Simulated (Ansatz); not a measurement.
The cluster Cu₂F⁺. Total charge 1; triplet. Geometry r2SCAN-D4/def2-TZVP, that of the neutral doublet.

Cartesian coordinates in Å:
```
Cu 0.978 -0.283 0.766
Cu -0.797 -0.725 -0.680
F -0.181 1.008 -0.086
```

At PBE0-D4/def2-TZVP a singlet of charge 1 lies 1.95 eV below the triplet at the same geometry. The structure comes from a short search, and lower isomers may exist.

(1) Estimate the α-spin orbital energies around the gap (eV) in Ansatz with PBE-D4/def2-TZVP, r2SCAN-D4/def2-TZVP, PBE0-D4/def2-TZVP.

## Answers

(1) 
```tsv
orbital	PBE-D4/def2-TZVP	r2SCAN-D4/def2-TZVP	PBE0-D4/def2-TZVP
HOMO−5	-14.31	-14.62	-16.78
HOMO−4	-14.07	-14.36	-16.73
HOMO−3	-14.04	-14.33	-16.53
HOMO−2	-14.01	-14.31	-16.40
HOMO−1	-13.90	-14.18	-16.12
HOMO	-11.34	-11.49	-12.03
LUMO	-9.41	-9.21	-8.52
LUMO+1	-6.55	-6.25	-5.60
LUMO+2	-6.11	-5.93	-5.10
LUMO+3	-4.29	-3.83	-3.34
LUMO+4	-4.06	-3.63	-3.00
LUMO+5	-3.72	-3.26	-2.82
β HOMO	-13.53	-13.52	-14.67
β LUMO	-13.07	-12.72	-11.63
```
